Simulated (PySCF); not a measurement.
O₂Ti, charge +1, doublet, geometry from GFN2-xTB (such geometries of metal compounds can be far from the true shape) (the multiplicity is a formal guess); B3LYP/pcseg-1 run with PySCF.

Input for PySCF:
```python
from pyscf import gto, scf, dft

mol = gto.Mole()
mol.atom = '''
    Ti    0.30137621    0.05766473    0.36104120
    O     0.50471034    0.08192814   -1.28939438
    O    -1.33349493   -0.24050615    0.29653107
'''
mol.basis = 'pcseg-1'
mol.charge = 1
mol.spin = 1
mol.verbose = 4
mol.build()

mf = dft.UKS(mol)
mf.xc = 'b3lyp'
mf.diis = False
mf.max_cycle = 100
mf.kernel()
mf.analyze()
```

The log (banner, timings and long lists left out):

```
PySCF version 2.14.0

[INPUT] verbose = 4
[INPUT] num. atoms = 3
[INPUT] num. electrons = 37
[INPUT] charge = 1
[INPUT] spin (= nelec alpha-beta = 2S) = 1
[INPUT] symmetry False subgroup None
[INPUT] Mole.unit = angstrom
[INPUT] Symbol           X                Y                Z      unit          X                Y                Z       unit  Magmom
[...]
nuclear repulsion = 125.830977746537
number of shells = 10
number of NR pGTOs = 131
number of NR cGTOs = 59
basis = pcseg-1
ecp = {}

******** <class 'pyscf.dft.uks.UKS'> ********
method = UKS
initial guess = minao
damping factor = 0
level_shift factor = 0
DIIS disabled
SCF conv_tol = 1e-09
SCF conv_tol_grad = None
SCF max_cycles = 100
direct_scf = True
direct_scf_tol = 1e-13
number electrons alpha = 19  beta = 18
XC library pyscf.dft.libxc version 7.1.2
    S. Lehtola, C. Steigemann, M. J. T. Oliveira, and M. A. L. Marques,  SoftwareX 7, 1–5 (2018)
XC functionals = b3lyp
    P. J. Stephens, F. J. Devlin, C. F. Chabalowski, and M. J. Frisch,  J. Phys. Chem. 98, 11623 (1994)
radial grids:
    Treutler-Ahlrichs [JCP 102, 346 (1995); DOI:10.1063/1.469408] (M4) radial grids

becke partition: Becke, JCP 88, 2547 (1988); DOI:10.1063/1.454033
pruning grids: <function nwchem_prune>
grids dens level: 3
symmetrized grids: False
atomic radii adjust function: <function treutler_atomic_radii_adjust>
small_rho_cutoff = 0
Set gradient conv threshold to 3.16228e-05
tot grids = 49072
init E= -999.625338249093

cycle= 1 E= -998.994894753548  delta_E= 0.63  |g|= 0.932  |ddm|= 2.05
cycle= 2 E= -980.074961057093  delta_E= 18.9  |g|=  5.2  |ddm|= 4.11

cycle= 3 E= -945.10390767939  delta_E=   35  |g|= 5.57  |ddm|= 8.63

cycle= 4 E= -943.851209828078  delta_E= 1.25  |g|= 4.08  |ddm|= 11.1

cycle= 5 E= -939.824845112237  delta_E= 4.03  |g|= 5.45  |ddm|= 11.7

cycle= 6 E= -943.719056407894  delta_E= -3.89  |g|=    4  |ddm|= 11.7

cycle= 7 E= -939.822644195207  delta_E=  3.9  |g|= 5.45  |ddm|= 11.7

cycle= 8 E= -943.717572526706  delta_E= -3.89  |g|=    4  |ddm|= 11.7

cycle= 9 E= -939.822824186236  delta_E= 3.89  |g|= 5.45  |ddm|= 11.7

cycle= 10 E= -943.717518433162  delta_E= -3.89  |g|=    4  |ddm|= 11.7

cycle= 11 E= -939.822830680219  delta_E= 3.89  |g|= 5.45  |ddm|= 11.7

cycle= 12 E= -943.717516091144  delta_E= -3.89  |g|=    4  |ddm|= 11.7

cycle= 13 E= -939.822830949533  delta_E= 3.89  |g|= 5.45  |ddm|= 11.7

cycle= 14 E= -943.717515982195  delta_E= -3.89  |g|=    4  |ddm|= 11.7

cycle= 15 E= -939.822830962419  delta_E= 3.89  |g|= 5.45  |ddm|= 11.7

cycle= 16 E= -943.717515976982  delta_E= -3.89  |g|=    4  |ddm|= 11.7

cycle= 17 E= -939.822830963231  delta_E= 3.89  |g|= 5.45  |ddm|= 11.7

cycle= 18 E= -943.717515976733  delta_E= -3.89  |g|=    4  |ddm|= 11.7

cycle= 19 E= -939.822830963331  delta_E= 3.89  |g|= 5.45  |ddm|= 11.7

cycle= 20 E= -943.717515976728  delta_E= -3.89  |g|=    4  |ddm|= 11.7

cycle= 21 E= -939.82283096336  delta_E= 3.89  |g|= 5.45  |ddm|= 11.7

cycle= 22 E= -943.717515976718  delta_E= -3.89  |g|=    4  |ddm|= 11.7

cycle= 23 E= -939.822830963379  delta_E= 3.89  |g|= 5.45  |ddm|= 11.7

cycle= 24 E= -943.717515976718  delta_E= -3.89  |g|=    4  |ddm|= 11.7

cycle= 25 E= -939.822830963368  delta_E= 3.89  |g|= 5.45  |ddm|= 11.7

cycle= 26 E= -943.717515976717  delta_E= -3.89  |g|=    4  |ddm|= 11.7

cycle= 27 E= -939.822830963374  delta_E= 3.89  |g|= 5.45  |ddm|= 11.7

cycle= 28 E= -943.717515976718  delta_E= -3.89  |g|=    4  |ddm|= 11.7

cycle= 29 E= -939.822830963372  delta_E= 3.89  |g|= 5.45  |ddm|= 11.7

cycle= 30 E= -943.717515976722  delta_E= -3.89  |g|=    4  |ddm|= 11.7

cycle= 31 E= -939.822830963371  delta_E= 3.89  |g|= 5.45  |ddm|= 11.7

cycle= 32 E= -943.717515976716  delta_E= -3.89  |g|=    4  |ddm|= 11.7

cycle= 33 E= -939.822830963372  delta_E= 3.89  |g|= 5.45  |ddm|= 11.7

cycle= 34 E= -943.717515976716  delta_E= -3.89  |g|=    4  |ddm|= 11.7

cycle= 35 E= -939.82283096337  delta_E= 3.89  |g|= 5.45  |ddm|= 11.7

cycle= 36 E= -943.717515976716  delta_E= -3.89  |g|=    4  |ddm|= 11.7

cycle= 37 E= -939.82283096337  delta_E= 3.89  |g|= 5.45  |ddm|= 11.7

cycle= 38 E= -943.717515976715  delta_E= -3.89  |g|=    4  |ddm|= 11.7

cycle= 39 E= -939.822830963369  delta_E= 3.89  |g|= 5.45  |ddm|= 11.7

cycle= 40 E= -943.717515976713  delta_E= -3.89  |g|=    4  |ddm|= 11.7

cycle= 41 E= -939.822830963368  delta_E= 3.89  |g|= 5.45  |ddm|= 11.7

cycle= 42 E= -943.717515976716  delta_E= -3.89  |g|=    4  |ddm|= 11.7

cycle= 43 E= -939.822830963369  delta_E= 3.89  |g|= 5.45  |ddm|= 11.7

cycle= 44 E= -943.717515976715  delta_E= -3.89  |g|=    4  |ddm|= 11.7

cycle= 45 E= -939.822830963369  delta_E= 3.89  |g|= 5.45  |ddm|= 11.7

cycle= 46 E= -943.717515976717  delta_E= -3.89  |g|=    4  |ddm|= 11.7

cycle= 47 E= -939.82283096337  delta_E= 3.89  |g|= 5.45  |ddm|= 11.7

cycle= 48 E= -943.717515976716  delta_E= -3.89  |g|=    4  |ddm|= 11.7

cycle= 49 E= -939.822830963371  delta_E= 3.89  |g|= 5.45  |ddm|= 11.7

cycle= 50 E= -943.717515976715  delta_E= -3.89  |g|=    4  |ddm|= 11.7

cycle= 51 E= -939.82283096337  delta_E= 3.89  |g|= 5.45  |ddm|= 11.7

cycle= 52 E= -943.717515976714  delta_E= -3.89  |g|=    4  |ddm|= 11.7

cycle= 53 E= -939.822830963368  delta_E= 3.89  |g|= 5.45  |ddm|= 11.7

cycle= 54 E= -943.717515976717  delta_E= -3.89  |g|=    4  |ddm|= 11.7

cycle= 55 E= -939.82283096337  delta_E= 3.89  |g|= 5.45  |ddm|= 11.7

cycle= 56 E= -943.717515976714  delta_E= -3.89  |g|=    4  |ddm|= 11.7

cycle= 57 E= -939.822830963369  delta_E= 3.89  |g|= 5.45  |ddm|= 11.7

cycle= 58 E= -943.717515976717  delta_E= -3.89  |g|=    4  |ddm|= 11.7

cycle= 59 E= -939.822830963369  delta_E= 3.89  |g|= 5.45  |ddm|= 11.7

cycle= 60 E= -943.717515976717  delta_E= -3.89  |g|=    4  |ddm|= 11.7

cycle= 61 E= -939.822830963369  delta_E= 3.89  |g|= 5.45  |ddm|= 11.7

cycle= 62 E= -943.717515976717  delta_E= -3.89  |g|=    4  |ddm|= 11.7

cycle= 63 E= -939.82283096337  delta_E= 3.89  |g|= 5.45  |ddm|= 11.7

[...]

cycle= 68 E= -943.717515976714  delta_E= -3.89  |g|=    4  |ddm|= 11.7

cycle= 69 E= -939.822830963369  delta_E= 3.89  |g|= 5.45  |ddm|= 11.7

cycle= 70 E= -943.717515976717  delta_E= -3.89  |g|=    4  |ddm|= 11.7

cycle= 71 E= -939.82283096337  delta_E= 3.89  |g|= 5.45  |ddm|= 11.7

cycle= 72 E= -943.717515976714  delta_E= -3.89  |g|=    4  |ddm|= 11.7

cycle= 73 E= -939.82283096337  delta_E= 3.89  |g|= 5.45  |ddm|= 11.7

cycle= 74 E= -943.717515976717  delta_E= -3.89  |g|=    4  |ddm|= 11.7

cycle= 75 E= -939.822830963368  delta_E= 3.89  |g|= 5.45  |ddm|= 11.7

cycle= 76 E= -943.717515976717  delta_E= -3.89  |g|=    4  |ddm|= 11.7

cycle= 77 E= -939.822830963371  delta_E= 3.89  |g|= 5.45  |ddm|= 11.7

cycle= 78 E= -943.717515976716  delta_E= -3.89  |g|=    4  |ddm|= 11.7

cycle= 79 E= -939.822830963369  delta_E= 3.89  |g|= 5.45  |ddm|= 11.7

cycle= 80 E= -943.717515976714  delta_E= -3.89  |g|=    4  |ddm|= 11.7

cycle= 81 E= -939.822830963369  delta_E= 3.89  |g|= 5.45  |ddm|= 11.7

cycle= 82 E= -943.717515976716  delta_E= -3.89  |g|=    4  |ddm|= 11.7

cycle= 83 E= -939.822830963369  delta_E= 3.89  |g|= 5.45  |ddm|= 11.7

cycle= 84 E= -943.717515976716  delta_E= -3.89  |g|=    4  |ddm|= 11.7

cycle= 85 E= -939.822830963368  delta_E= 3.89  |g|= 5.45  |ddm|= 11.7

cycle= 86 E= -943.717515976717  delta_E= -3.89  |g|=    4  |ddm|= 11.7

cycle= 87 E= -939.82283096337  delta_E= 3.89  |g|= 5.45  |ddm|= 11.7

cycle= 88 E= -943.717515976715  delta_E= -3.89  |g|=    4  |ddm|= 11.7

cycle= 89 E= -939.822830963371  delta_E= 3.89  |g|= 5.45  |ddm|= 11.7

cycle= 90 E= -943.717515976717  delta_E= -3.89  |g|=    4  |ddm|= 11.7

cycle= 91 E= -939.82283096337  delta_E= 3.89  |g|= 5.45  |ddm|= 11.7

cycle= 92 E= -943.717515976717  delta_E= -3.89  |g|=    4  |ddm|= 11.7

cycle= 93 E= -939.822830963369  delta_E= 3.89  |g|= 5.45  |ddm|= 11.7

cycle= 94 E= -943.717515976717  delta_E= -3.89  |g|=    4  |ddm|= 11.7

cycle= 95 E= -939.82283096337  delta_E= 3.89  |g|= 5.45  |ddm|= 11.7

cycle= 96 E= -943.717515976718  delta_E= -3.89  |g|=    4  |ddm|= 11.7

cycle= 97 E= -939.822830963369  delta_E= 3.89  |g|= 5.45  |ddm|= 11.7

cycle= 98 E= -943.717515976715  delta_E= -3.89  |g|=    4  |ddm|= 11.7

cycle= 99 E= -939.82283096337  delta_E= 3.89  |g|= 5.45  |ddm|= 11.7

cycle= 100 E= -943.717515976717  delta_E= -3.89  |g|=    4  |ddm|= 11.7
SCF not converged.
SCF energy = -943.717515976717 after 100 cycles  <S^2> = 0.75024614  2S+1 = 2.0002461
**** SCF Summaries ****
Total Energy =                        -943.717515976716868
Nuclear Repulsion Energy =             125.830977746536774
One-electron Energy =                -1677.217675375224189
Two-electron Energy =                  607.669181651970689
Two-electron Coulomb Energy =          670.354485940017298
DFT Exchange-Correlation Energy =      -62.685304288046638
**** MO energy ****
                             alpha | beta                alpha | beta
[...]
To work with the spin densities directly, `use mulliken_meta_spin()` only printing them here.

 ** Mulliken spin pop alpha/beta on meta-lowdin orthogonal AOs **
 ** Mulliken Spin Density (per AO)  **
spin_pop of  0 Ti 1s        0.00000
spin_pop of  0 Ti 2s        0.00000
spin_pop of  0 Ti 3s        0.00003
spin_pop of  0 Ti 4s        0.00177
spin_pop of  0 Ti 5s        0.00038
spin_pop of  0 Ti 2px       0.00000
spin_pop of  0 Ti 2py       0.00000
spin_pop of  0 Ti 2pz       0.00000
spin_pop of  0 Ti 3px      -0.00006
spin_pop of  0 Ti 3py       0.00007
spin_pop of  0 Ti 3pz      -0.00006
spin_pop of  0 Ti 4px      -0.00048
spin_pop of  0 Ti 4py       0.00185
spin_pop of  0 Ti 4pz      -0.00079
spin_pop of  0 Ti 3dxy     -0.00004
spin_pop of  0 Ti 3dyz     -0.00004
spin_pop of  0 Ti 3dz^2    -0.00007
spin_pop of  0 Ti 3dxz     -0.00033
spin_pop of  0 Ti 3dx2-y2   -0.00008
spin_pop of  0 Ti 4dxy      0.00172
spin_pop of  0 Ti 4dyz      0.00252
spin_pop of  0 Ti 4dz^2     0.00041
spin_pop of  0 Ti 4dxz     -0.00074
spin_pop of  0 Ti 4dx2-y2    0.00056
spin_pop of  0 Ti 4f-3      0.43336
spin_pop of  0 Ti 4f-2      0.13331
spin_pop of  0 Ti 4f-1      0.25213
spin_pop of  0 Ti 4f+0      0.00743
spin_pop of  0 Ti 4f+1      0.00403
spin_pop of  0 Ti 4f+2      0.00676
spin_pop of  0 Ti 4f+3      0.14465
spin_pop of  1 O 1s       -0.00000
spin_pop of  1 O 2s       -0.00001
spin_pop of  1 O 3s       -0.00009
spin_pop of  1 O 2px       0.00010
spin_pop of  1 O 2py       0.00257
spin_pop of  1 O 2pz       0.00014
spin_pop of  1 O 3px       0.00008
spin_pop of  1 O 3py       0.00089
spin_pop of  1 O 3pz       0.00007
spin_pop of  1 O 3dxy      0.00001
spin_pop of  1 O 3dyz      0.00204
spin_pop of  1 O 3dz^2     0.00003
spin_pop of  1 O 3dxz      0.00004
spin_pop of  1 O 3dx2-y2    0.00000
spin_pop of  2 O 1s       -0.00000
spin_pop of  2 O 2s       -0.00002
spin_pop of  2 O 3s       -0.00009
spin_pop of  2 O 2px       0.00021
spin_pop of  2 O 2py       0.00255
spin_pop of  2 O 2pz       0.00003
spin_pop of  2 O 3px       0.00008
spin_pop of  2 O 3py       0.00088
spin_pop of  2 O 3pz       0.00006
spin_pop of  2 O 3dxy      0.00173
spin_pop of  2 O 3dyz      0.00011
spin_pop of  2 O 3dz^2     0.00000
spin_pop of  2 O 3dxz     -0.00003
spin_pop of  2 O 3dx2-y2    0.00030
 ** Mulliken Spin Density (per atom)  **
spin density of  0 Ti =      0.98829
spin density of  1 O =      0.00588
spin density of  2 O =      0.00583
 ** Mulliken pop alpha/beta on meta-lowdin orthogonal AOs **
 ** Mulliken pop       alpha | beta **
In total            19.00000 | 18.00000
 ** Mulliken atomic charges   ( Nelec_alpha | Nelec_beta ) **
charge of  0Ti =    -10.60434  (    16.79632     15.80803 )
charge of  1O =      5.80215  (     1.10187      1.09599 )
charge of  2O =      5.80219  (     1.10182      1.09599 )

WARN: System has nonzero charge 1; the dipole moment is origin-dependent.
Location of origin: [0. 0. 0.]

Dipole moment(X, Y, Z, Debye): -46.70880, -8.93886, -55.95278
```

Convergence was not reached.
